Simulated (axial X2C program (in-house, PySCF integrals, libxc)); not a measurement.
**Potential curves of InS⁻, with spin–orbit coupling**

All values were computed with an in-house all-electron X2C program for linear molecules (integrals from PySCF). Two-component (2c) means X2C with spin–orbit coupling and atomic mean-field two-electron Coulomb and Gaunt terms. Basis: In dyall-acv3z [12s13p10d5f1g], S dyall-av3z [9s8p3d2f] (cores contracted in-house); Gaussian nuclei, density fitting, unrestricted open shells. Masses: In 114.904 u, S 31.972 u.

State: Ω = 0 (closed shell). Energies in eV from the fragments at the same level (In + S-). Fits are polynomials in 1 − R0/R over 0.85 to 1.23 times the lowest point R0.

```json
{"R (Å)": "2.0245", "HF": "-1.2489", "CCSD(T)": "", "MP2": "-2.6290", "CCSD": ""}
{"R (Å)": "2.1176", "HF": "-1.8434", "CCSD(T)": "-3.0679", "MP2": "-3.2625", "CCSD": "-2.9257"}
{"R (Å)": "2.1874", "HF": "-2.0954", "CCSD(T)": "-3.3541", "MP2": "-3.5441", "CCSD": "-3.2019"}
{"R (Å)": "2.2572", "HF": "-2.2227", "CCSD(T)": "-3.5164", "MP2": "-3.7014", "CCSD": "-3.3536"}
{"R (Å)": "2.3270", "HF": "-2.2544", "CCSD(T)": "-3.5837", "MP2": "-3.7634", "CCSD": "-3.4098"}
{"R (Å)": "2.4084", "HF": "-2.2006", "CCSD(T)": "-3.5722", "MP2": "-3.7452", "CCSD": "-3.3847"}
{"R (Å)": "2.4899", "HF": "-2.0754", "CCSD(T)": "-3.4900", "MP2": "-3.6556", "CCSD": "-3.2880"}
{"R (Å)": "2.5946", "HF": "-1.8433", "CCSD(T)": "-3.3133", "MP2": "-3.4685", "CCSD": "-3.0920"}
{"R (Å)": "2.7226", "HF": "-1.4937", "CCSD(T)": "", "MP2": "-3.1716", "CCSD": ""}
{"R (Å)": "2.9087", "HF": "-0.9293", "CCSD(T)": "", "MP2": "-2.6756", "CCSD": ""}
```

Correlated methods: 10 electrons correlated (number of frozen shells: In 4 s, 3 p, 2 d; S 2 s, 1 p), 290 virtual spin orbitals or spinors in MP2, 90 natural virtuals in coupled cluster.

One determinant describes the state; a PBE0 search over occupations chose it and may have missed a lower one. Closed shells are restricted here (equal orbitals for both partners); the stretched side of such a curve lies too high. De is counted from the lowest determinant-based energies of the atoms at the same level, without counterpoise correction. CCSD and (T) use frozen natural virtuals with an MP2 correction for the truncation; (T) itself is uncorrected, so its De runs slightly low. With the outer-core shells frozen, correlated bond lengths of heavy atoms tend to come out a few hundredths of an ångström too long. Hartree–Fock gets electron affinities wrong, so its lowest charge split need not be the true one. Coupled cluster ran on the points near the minimum only. MP2 and coupled cluster on one determinant become unreliable at the stretched end.

Task: What are Re, ωe and De at the HF level?

Result: At HF, 2c: Re = 2.319 Å, ωe ≈ 408 cm⁻¹, De = 2.25 eV to In + S-; Be follows as 0.125 cm⁻¹.

Task: What are Re, ωe and De at the CCSD(T) level?

Result: At CCSD(T), 2c: Re = 2.356 Å, ωe ≈ 378 cm⁻¹, De = 3.59 eV to In + S-; Be follows as 0.121 cm⁻¹.

Task: Fit the MP2 curve near its minimum: give the equilibrium distance, the harmonic wavenumber and the well depth.

Result: At MP2, 2c: Re = 2.350 Å, ωe ≈ 384 cm⁻¹, De = 3.77 eV to In + S-; Be follows as 0.122 cm⁻¹.

Task: What are Re, ωe and De at the CCSD level?

Result: At CCSD, 2c: Re = 2.343 Å, ωe ≈ 389 cm⁻¹, De = 3.41 eV to In + S-; Be follows as 0.123 cm⁻¹.
